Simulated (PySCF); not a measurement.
PySCF input for GeH₄Se, SMILES [GeH3][SeH], ADC(2)/aug-cc-pVDZ. Geometry optimised at B3LYP-D3(BJ)/def2-TZVP.

```python
import numpy as np
from pyscf import gto, scf, dft, adc

mol = gto.M(
    atom='''
    Ge   -0.00197721   -1.16986412   -0.00000000
    Se    0.04229584    1.20860423    0.00000000
    H    -0.71176794   -1.69316991   -1.25865922
    H     1.47419884   -1.58916056   -0.00000000
    H    -0.71176793   -1.69316990    1.25865923
    H    -1.42545078    1.31860836   -0.00000000
    ''',
    basis='aug-cc-pVDZ',
    charge=0,
    spin=0,
    max_memory=1600,
    verbose=4,
)
mf = scf.RHF(mol)
mf.conv_tol = 1e-10
mf.max_cycle = 100
mf.kernel()
res = {}
for kind, nroots in (('ee', 6), ('ip', 6), ('ea', 2)):
    a = adc.ADC(mf).density_fit('aug-cc-pvdz-ri')
    a.method, a.method_type = 'adc(2)', kind
    e, v, p, x = a.kernel(nroots=nroots)
    res[kind] = (e * 27.211386245988, p)
for kind, (e, p) in res.items():
    print(kind, 'energies / eV', np.round(e, 3), 'strengths', np.round(p, 4))
```

Output:

```
PySCF version 2.14.0

[INPUT] verbose = 4
[INPUT] num. atoms = 6
[INPUT] num. electrons = 70
[INPUT] charge = 0
[INPUT] spin (= nelec alpha-beta = 2S) = 0
[INPUT] symmetry False subgroup None
[INPUT] Mole.unit = angstrom
[INPUT] Symbol           X                Y                Z      unit          X                Y                Z       unit  Magmom
[INPUT]  1 Ge    -0.001977210000  -1.169864120000   0.000000000000 AA   -0.003736385391  -2.210722789755   0.000000000000 Bohr   0.0
[INPUT]  2 Se     0.042295840000   1.208604230000   0.000000000000 AA    0.079927553808   2.283930987691   0.000000000000 Bohr   0.0
[INPUT]  3 H     -0.711767940000  -1.693169910000  -1.258659220000 AA   -1.345046470846  -3.199627412254  -2.378521209959 Bohr   0.0
[INPUT]  4 H      1.474198840000  -1.589160560000   0.000000000000 AA    2.785832060752  -3.003078226360   0.000000000000 Bohr   0.0
[INPUT]  5 H     -0.711767930000  -1.693169900000   1.258659230000 AA   -1.345046451949  -3.199627393357   2.378521228856 Bohr   0.0
[INPUT]  6 H     -1.425450780000   1.318608360000   0.000000000000 AA   -2.693711578248   2.491808665962   0.000000000000 Bohr   0.0

nuclear repulsion = 311.092113016519
number of shells = 38
number of NR pGTOs = 216
number of NR cGTOs = 108
basis = aug-cc-pVDZ
ecp = {}


[settings echo left out]
init E= -4475.82480774215
  HOMO = -0.282110978667547  LUMO = 0.016211237642767  gap/eV = 8.11776
cycle= 1 E= -4477.46194814878  delta_E= -1.64  |g|= 0.263  |ddm|= 1.69
  HOMO = -0.33789064564003  LUMO = 0.0266154506258349  gap/eV = 9.91872
cycle= 2 E= -4477.49063237583  delta_E= -0.0287  |g|= 0.0992  |ddm|= 0.472
  HOMO = -0.351427209530262  LUMO = 0.0334570382815729  gap/eV = 10.47323
cycle= 3 E= -4477.49415333814  delta_E= -0.00352  |g|= 0.0258  |ddm|= 0.169
  HOMO = -0.348333954547678  LUMO = 0.0340465301968833  gap/eV = 10.40510
cycle= 4 E= -4477.4945716444  delta_E= -0.000418  |g|= 0.00487  |ddm|= 0.0792
  HOMO = -0.348980746946593  LUMO = 0.0339567687949009  gap/eV = 10.42026
cycle= 5 E= -4477.49459154834  delta_E= -1.99e-05  |g|= 0.00145  |ddm|= 0.0148
  HOMO = -0.348933943751089  LUMO = 0.0339651934991685  gap/eV = 10.41922
cycle= 6 E= -4477.49459376915  delta_E= -2.22e-06  |g|= 0.000398  |ddm|= 0.00401
  HOMO = -0.34905753484986  LUMO = 0.0339735559070093  gap/eV = 10.42281
cycle= 7 E= -4477.49459392941  delta_E= -1.6e-07  |g|= 6.23e-05  |ddm|= 0.00139
  HOMO = -0.349048336951637  LUMO = 0.0339741840224077  gap/eV = 10.42257
cycle= 8 E= -4477.49459393348  delta_E= -4.07e-09  |g|= 1.55e-05  |ddm|= 0.000252
  HOMO = -0.349053303353442  LUMO = 0.033974832533791  gap/eV = 10.42273
cycle= 9 E= -4477.49459393376  delta_E= -2.81e-10  |g|= 3.38e-06  |ddm|= 5.9e-05
  HOMO = -0.349053276781342  LUMO = 0.0339749905854951  gap/eV = 10.42273
cycle= 10 E= -4477.49459393378  delta_E= -2.46e-11  |g|= 7.78e-07  |ddm|= 1.42e-05
  HOMO = -0.349053423658757  LUMO = 0.0339749994271825  gap/eV = 10.42273
Extra cycle  E= -4477.49459393376  delta_E= 2.55e-11  |g|= 3.56e-07  |ddm|= 1.89e-06
converged SCF energy = -4477.49459393376

******** <class 'pyscf.adc.radc.RADC'> ********
******** ADC Orbital Information ********
Number of Frozen Occupied Orbitals: 0
Number of Frozen Virtual Orbitals: 0
Number of Active Occupied Orbitals: 35
Number of Active Virtual Orbitals: 73
*****************************************
******** <class 'pyscf.df.df.DF'> ********
auxbasis = aug-cc-pvdz-ri
Reference correlation energy (doubles): -0.30227370
MP2 correlation energy of reference state (a.u.) = -0.30227370

******** <class 'pyscf.adc.radc_ee.RADCEE'> ********
max_space = 12
max_cycle = 50
conv_tol = 1e-08

*************************************************************
        ADC calculation summary (singlet states only)
*************************************************************
adc(2) root 0  |  Energy (Eh) =   0.1946099326  |  Energy (eV) =   5.29560600  |  Osc. strength = 0.00020367  |  conv = True
adc(2) root 1  |  Energy (Eh) =   0.1960311796  |  Energy (eV) =   5.33428010  |  Osc. strength = 0.04846440  |  conv = True
adc(2) root 2  |  Energy (Eh) =   0.2464237805  |  Energy (eV) =   6.70553262  |  Osc. strength = 0.00941682  |  conv = True
adc(2) root 3  |  Energy (Eh) =   0.2525048559  |  Energy (eV) =   6.87100711  |  Osc. strength = 0.00143146  |  conv = True
adc(2) root 4  |  Energy (Eh) =   0.2589009229  |  Energy (eV) =   7.04505296  |  Osc. strength = 0.01532577  |  conv = True
adc(2) root 5  |  Energy (Eh) =   0.2629961793  |  Energy (eV) =   7.15649056  |  Osc. strength = 0.00009444  |  conv = True

******** <class 'pyscf.adc.radc.RADC'> ********
******** ADC Orbital Information ********
Number of Frozen Occupied Orbitals: 0
Number of Frozen Virtual Orbitals: 0
Number of Active Occupied Orbitals: 35
Number of Active Virtual Orbitals: 73
*****************************************
******** <class 'pyscf.df.df.DF'> ********
auxbasis = aug-cc-pvdz-ri
Reference correlation energy (doubles): -0.30227370
MP2 correlation energy of reference state (a.u.) = -0.30227370

******** <class 'pyscf.adc.radc_ip.RADCIP'> ********
max_space = 12
max_cycle = 50
conv_tol = 1e-08

*************************************************************
        ADC calculation summary (doublet states only)
*************************************************************
adc(2) root 0  |  Energy (Eh) =   0.3218749394  |  Energy (eV) =   8.75866323  |  Spec. factor = 1.82241285  |  conv = True
adc(2) root 1  |  Energy (Eh) =   0.3934520822  |  Energy (eV) =  10.70637649  |  Spec. factor = 1.82295174  |  conv = True
adc(2) root 2  |  Energy (Eh) =   0.4460474372  |  Energy (eV) =  12.13756900  |  Spec. factor = 1.83211530  |  conv = True
adc(2) root 3  |  Energy (Eh) =   0.4607313470  |  Energy (eV) =  12.53713853  |  Spec. factor = 1.82903322  |  conv = True
adc(2) root 4  |  Energy (Eh) =   0.4906755391  |  Energy (eV) =  13.35196151  |  Spec. factor = 1.80972400  |  conv = True
adc(2) root 5  |  Energy (Eh) =   0.6659705946  |  Energy (eV) =  18.12198293  |  Spec. factor = 1.74388042  |  conv = True

******** <class 'pyscf.adc.radc.RADC'> ********
******** ADC Orbital Information ********
Number of Frozen Occupied Orbitals: 0
Number of Frozen Virtual Orbitals: 0
Number of Active Occupied Orbitals: 35
Number of Active Virtual Orbitals: 73
*****************************************
******** <class 'pyscf.df.df.DF'> ********
auxbasis = aug-cc-pvdz-ri
Reference correlation energy (doubles): -0.30227370
MP2 correlation energy of reference state (a.u.) = -0.30227370

******** <class 'pyscf.adc.radc_ea.RADCEA'> ********
max_space = 12
max_cycle = 50
conv_tol = 1e-08

*************************************************************
        ADC calculation summary (doublet states only)
*************************************************************
adc(2) root 0  |  Energy (Eh) =   0.0206723650  |  Energy (eV) =   0.56252370  |  Spec. factor = 1.95707087  |  conv = True
adc(2) root 1  |  Energy (Eh) =   0.0237297223  |  Energy (eV) =   0.64571863  |  Spec. factor = 1.94278331  |  conv = True
ee energies / eV [5.296 5.334 6.706 6.871 7.045 7.156] strengths [0.0002 0.0485 0.0094 0.0014 0.0153 0.0001]
ip energies / eV [ 8.759 10.706 12.138 12.537 13.352 18.122] strengths [1.8224 1.823  1.8321 1.829  1.8097 1.7439]
ea energies / eV [0.563 0.646] strengths [1.9571 1.9428]
```

The run converged.

Cost: about 15 core-minutes (a rough figure).
